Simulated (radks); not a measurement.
Values are calculated unless marked as measured or tabulated.
Q: Ho28+, configuration [Kr] 4d3. Code: a radial shooting solver on a logarithmic mesh with Libxc functionals. Model: non-relativistic Kohn-Sham, PBE, spin-polarised, spherical densities, point nucleus; open shells are filled with parallel spins first (spin-orbit coupling, left out, can overturn this in heavy ions); relativity is left out, which matters for an element this heavy. Some entries of the table are withheld. Estimate them.

orbital,occ.,eigenvalue (eV),<r^2> (bohr^2)
1s up,1,-52786.83,0.0006846
1s down,1,-52786.78,0.0006846
2s up,1,-9315.628,0.01082
2s down,1,-9312.724,0.01082
2p up,3,-8930.734,0.008034
2p down,3,-8928.536,0.008032
3s up,1,-2808.842,0.06813
3s down,1,-2807.335,0.06803
3p up,3,-2637.365,0.06337
3p down,3,-2635.801,0.06327
3d up,5,-2320.901,0.04985
3d down,5,-2318.612,0.04981
4s up,1,-1207.799,0.2845
4s down,1,-1200.494,0.2851
4p up,3,-1135.746,(1)
4p down,3,-1128.469,(2)
4d up,3,-1007.687,0.2848
4d down,0,-1000.433,0.2857
5s up,0,-665.1036,0.8672
5s down,0,-662.0971,0.8711
5p up,0,(3),0.8971
5p down,0,(4),0.9014

A: 
(1) 4p up <r^2> (bohr^2): 0.2868
(2) 4p down <r^2> (bohr^2): 0.2876
(3) 5p up eigenvalue (eV): -631.9728
(4) 5p down eigenvalue (eV): -629.0393
